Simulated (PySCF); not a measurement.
CH$_{6}$GaNO$_{2}$, singlet, geometry from GFN2-xTB (such geometries of metal compounds can be far from the true shape); CASSCF(4,6)/STO-3G in PySCF.

The PySCF input:
```python
from pyscf import gto, scf, mcscf, mp
import numpy

mol = gto.M(
    atom='''
Ga   -0.05753495   -0.00710497    0.36703439
N     0.73593790   -0.62002411   -1.19877660
C     0.30374753   -0.09965595   -2.49372270
H     0.85316417   -1.62864739   -1.24016339
H    -0.55458100   -0.63344400   -2.91224195
H     1.13699984   -0.16887477   -3.19821891
H     0.03470078    0.94907228   -2.37605480
O    -1.08207820    1.40325845    0.33528768
H    -1.37112639    1.74391785    1.18210983
O     0.30719597   -0.62381279    1.96116171
H     0.90943322   -1.33923092    2.14868018
''',
    basis='sto-3g',
    verbose=4,
)

mf = scf.RHF(mol)
mf.kernel()
mc = mcscf.CASSCF(mf, 6, 4)
mc.fix_spin_(ss=0.0)
noons, natorbs = mcscf.addons.make_natural_orbitals(mp.MP2(mf).run())
mc.kernel(natorbs)
occ = numpy.linalg.eigvalsh(mc.fcisolver.make_rdm1(mc.ci, mc.ncas, mc.nelecas))[::-1]
ss = mc.fcisolver.spin_square(mc.ci, mc.ncas, mc.nelecas)[0]
print('natural occupations', occ.round(4), ' <S^2>', round(ss, 4))
```

The log (banner, timings and long lists left out):

```
PySCF version 2.14.0

[INPUT] verbose = 4
[INPUT] num. atoms = 11
[INPUT] num. electrons = 66
[INPUT] charge = 0
[INPUT] spin (= nelec alpha-beta = 2S) = 0
[INPUT] symmetry False subgroup None
[INPUT] Mole.unit = angstrom
[INPUT] Symbol           X                Y                Z      unit          X                Y                Z       unit  Magmom
[...]
nuclear repulsion = 384.865231582405
number of shells = 26
number of NR pGTOs = 132
number of NR cGTOs = 44
basis = sto-3g
ecp = {}

******** <class 'pyscf.scf.hf.RHF'> ********
method = RHF
initial guess = minao
damping factor = 0
level_shift factor = 0
DIIS = <class 'pyscf.scf.diis.CDIIS'>
diis_start_cycle = 1
diis_space = 8
diis_damp = 0
SCF conv_tol = 1e-09
SCF conv_tol_grad = None
SCF max_cycles = 50
direct_scf = True
direct_scf_tol = 1e-13
Set gradient conv threshold to 3.16228e-05
Initial guess from minao.
init E= -2141.22708859961
[...]
cycle= 1 E= -2143.02580150693  delta_E= -1.8  |g|= 0.686  |ddm|= 3.96
[...]
cycle= 2 E= -2143.23308026302  delta_E= -0.207  |g|= 0.154  |ddm|= 1.32
[...]
cycle= 3 E= -2143.24337064511  delta_E= -0.0103  |g|= 0.0487  |ddm|= 0.311
[...]
cycle= 4 E= -2143.24441789508  delta_E= -0.00105  |g|= 0.0144  |ddm|= 0.0894
[...]
cycle= 5 E= -2143.24458986006  delta_E= -0.000172  |g|= 0.00504  |ddm|= 0.0441
[...]
cycle= 6 E= -2143.24462244847  delta_E= -3.26e-05  |g|= 0.00277  |ddm|= 0.019
[...]
cycle= 7 E= -2143.24463503468  delta_E= -1.26e-05  |g|= 0.000901  |ddm|= 0.0161
[...]
cycle= 8 E= -2143.24463664389  delta_E= -1.61e-06  |g|= 0.000372  |ddm|= 0.00523
[...]
cycle= 9 E= -2143.2446369368  delta_E= -2.93e-07  |g|= 0.000146  |ddm|= 0.00232
[...]
cycle= 10 E= -2143.24463697937  delta_E= -4.26e-08  |g|= 5.2e-05  |ddm|= 0.000886
[...]
cycle= 11 E= -2143.24463698431  delta_E= -4.94e-09  |g|= 1.89e-05  |ddm|= 0.000309
[...]
cycle= 12 E= -2143.24463698486  delta_E= -5.52e-10  |g|= 8.08e-06  |ddm|= 9.11e-05
[...]
Extra cycle  E= -2143.24463698492  delta_E= -5.82e-11  |g|= 4.87e-06  |ddm|= 2.31e-05
converged SCF energy = -2143.24463698492

******** <class 'pyscf.mp.mp2.RMP2'> ********
nocc = 33, nmo = 44
E(RMP2) = -2143.477374525  E_corr = -0.232737540086816
E(SCS-RMP2) = -2143.48896422657  E_corr = -0.244327241657164
E_corr(same-spin) = -0.0403359305157873
E_corr(oppo-spin) = -0.192401609571029

******** <class 'pyscf.mcscf.mc1step.CASSCF'> ********
CAS (2e+2e, 6o), ncore = 31, nvir = 7
max_cycle_macro = 50
max_cycle_micro = 4
conv_tol = 1e-07
conv_tol_grad = None
[...]
CASCI E = -2143.26168200676  S^2 = 0.0000000
[...]
macro iter  40 (  6 JK    2 micro), CASSCF E = -2143.27566134259  dE = -1.99526927e-04  S^2 = 0.0000000
               |grad[o]|=0.00243  |grad[c]|=0.000999  |ddm|=0.00341  |maxRot[o]|=0.0361
macro iter  41 (  5 JK    2 micro), CASSCF E = -2143.27573907753  dE = -7.77349346e-05  S^2 = 0.0000000
               |grad[o]|=0.00209  |grad[c]|=0.00114  |ddm|=0.00346  |maxRot[o]|=0.0255
macro iter  42 ( 12 JK    4 micro), CASSCF E = -2143.27555080102  dE =  1.88276508e-04  S^2 = 0.0000000
               |grad[o]|=0.0018  |grad[c]|=0.00409  |ddm|=0.00343  |maxRot[o]|=0.0468
macro iter  43 ( 21 JK    4 micro), CASSCF E = -2143.27555950890  dE = -8.70787926e-06  S^2 = 0.0000000
               |grad[o]|=0.00241  |grad[c]|=0.0029  |ddm|=0.00183  |maxRot[o]|=0.002
macro iter  44 (  7 JK    2 micro), CASSCF E = -2143.27572141979  dE = -1.61910888e-04  S^2 = 0.0000000
               |grad[o]|=0.00201  |grad[c]|=0.000653  |ddm|=0.00293  |maxRot[o]|=0.0368
macro iter  45 ( 15 JK    4 micro), CASSCF E = -2143.27518249275  dE =  5.38927041e-04  S^2 = 0.0000000
               |grad[o]|=0.00131  |grad[c]|=0.00909  |ddm|=0.00999  |maxRot[o]|=0.085
macro iter  46 ( 20 JK    4 micro), CASSCF E = -2143.27544801777  dE = -2.65525024e-04  S^2 = 0.0000000
               |grad[o]|=0.00417  |grad[c]|=0.00251  |ddm|=0.000597  |maxRot[o]|=0.0305
macro iter  47 (  7 JK    2 micro), CASSCF E = -2143.27563993557  dE = -1.91917802e-04  S^2 = 0.0000000
               |grad[o]|=0.00237  |grad[c]|=0.000615  |ddm|=0.00278  |maxRot[o]|=0.0326
macro iter  48 ( 14 JK    4 micro), CASSCF E = -2143.27520300636  dE =  4.36929215e-04  S^2 = 0.0000000
               |grad[o]|=0.00181  |grad[c]|=0.00626  |ddm|=0.00703  |maxRot[o]|=0.0614
macro iter  49 ( 12 JK    3 micro), CASSCF E = -2143.27546511566  dE = -2.62109300e-04  S^2 = 0.0000000
               |grad[o]|=0.00355  |grad[c]|=0.000412  |ddm|=0.00221  |maxRot[o]|=0.0307
macro iter  50 (  7 JK    2 micro), CASSCF E = -2143.27564573979  dE = -1.80624138e-04  S^2 = 0.0000000
               |grad[o]|=0.00231  |grad[c]|=0.000592  |ddm|=0.00273  |maxRot[o]|=0.0317
1-step CASSCF not converged,  50 macro (706 JK 162 micro) steps
CASSCF canonicalization
Density matrix diagonal elements [1.96787818 1.95649804 0.05308813 0.00257802 0.01357799 0.00637963]
CASSCF energy = -2143.27564573979
CASCI E = -2143.27564573979  E(CI) = -4.75416473269297  S^2 = 0.0000000
natural occupations [1.9776e+00 1.9521e+00 5.3700e-02 1.5700e-02 6.0000e-04 2.0000e-04]  <S^2> 0.0
```

Convergence was not reached.
